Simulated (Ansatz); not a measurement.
Consider the redistribution: `F[Si]1([GeH3])CO1` + `N=C([SiH3])[SeH]` → `N=[C]([SiH3])[GeH3]` + `F[Si]1([SeH])CO1`.

Program: Ansatz. Geometries: PBE0-D4/def2-TZVP. ΔE: electronic, gas phase. CCSD(T)/CBS is the MP2 limit (def2-TZVPP, def2-QZVPP) plus CCSD(T) − MP2 in def2-TZVPP, frozen cores. Functionals use def2-TZVPP. B3LYP here is the variant with VWN-RPA as its local correlation; programs differ in this. For Ge, Se outer-core shells are correlated without core-valence functions, which leaves a few kJ/mol of doubt a bond. Scalar relativity is left out up to krypton. Each species was taken in one conformer, which may not be the lowest.

`F[Si]1([GeH3])CO1`:

Z-matrix (Å, degrees):
```
Si
Ge 1 2.364
C 1 1.799 2 128.1
F 1 1.593 2 109.9 3 -161.3
O 1 1.645 2 118.7 3 61.3
H 2 1.534 1 109.7 3 -133.2
H 2 1.534 1 109.9 3 106.4
H 2 1.533 1 108.1 3 -13.3
H 3 1.087 1 123.8 2 0.7
H 3 1.088 1 120.7 2 -162.4
```

`N=C([SiH3])[SeH]`:

```xyz
9

N    -1.332   -0.315    1.415
C    -0.307    0.079    0.787
Si    0.114   -0.269   -1.025
Se    0.944    1.139    1.789
H    -1.946   -0.869    0.818
H    -0.986   -1.100   -1.580
H     1.407   -0.993   -1.108
H     0.223    1.013   -1.766
H     1.881    1.315    0.670
```

`N=[C]([SiH3])[GeH3]`:

```xyz
11

N    -1.233    0.659   -1.209
C    -0.404    0.246   -0.336
Si   -0.428    1.101    1.354
Ge    0.874   -1.231   -0.697
H    -1.160    0.147   -2.094
H    -0.715    0.078    2.396
H    -1.446    2.177    1.380
H     0.929    1.651    1.624
H     0.600   -1.694   -2.140
H     2.325   -0.740   -0.563
H     0.656   -2.393    0.286
```

`F[Si]1([SeH])CO1`:

Z-matrix (Å, degrees):
```
Si
Se 1 2.237
C 1 1.789 2 127.7
F 1 1.585 2 108.9 3 160.8
O 1 1.630 2 116.0 3 -61.2
H 2 1.469 1 91.5 3 -135.5
H 3 1.087 1 123.3 2 1.1
H 3 1.088 1 121.7 2 166.6
```

| level | ΔE (kJ/mol) | difference from CCSD(T)/CBS |
| --- | --- | --- |
| PBE-D4 | -29.1 | 18.4 |
| r2SCAN-D4 | -36.7 | 10.8 |
| PBE0-D4 | -36.6 | 10.9 |
| B3LYP-D4 | -38.1 | 9.4 |
| ωB97X-V | -43.3 | 4.2 |
| ωB97M-V | -45.8 | 1.7 |
| B2PLYP | -42.0 | 5.5 |
| PBE | -28.8 | 18.7 |
| r2SCAN | -36.5 | 11.0 |
| PBE0 | -36.3 | 11.2 |
| B3LYP | -37.6 | 9.9 |
| HF/def2-TZVPP | -55.9 | -8.4 |
| MP2/def2-TZVPP | -47.7 | -0.2 |
| SCS-MP2/def2-TZVPP | -48.3 | -0.8 |
| CCSD/def2-TZVPP | -47.9 | -0.4 |
| CCSD(T)/def2-TZVPP | -46.0 | 1.5 |
| HF/def2-QZVPP | -55.3 | -7.8 |
| MP2/def2-QZVPP | -48.4 | -0.9 |
| SCS-MP2/def2-QZVPP | -49.2 | -1.7 |
| HF/CBS(def2) | -55.3 | -7.8 |
| MP2/CBS(def2) | -49.2 | -1.7 |
| CCSD/CBS(def2) | -49.4 | -1.9 |
| CCSD(T)/CBS | -47.5 | 0 |

Largest T1 diagnostic among the species: 0.013.

From PBE to PBE0 (25 % exact exchange), in def2-TZVPP and without D4, ΔE moves by −7.5 kJ/mol. In def2-TZVPP, CCSD(T) changes the Hartree–Fock value by +9.9 kJ/mol (the triples alone add +1.9 kJ/mol) and MP2 by +8.2 kJ/mol.
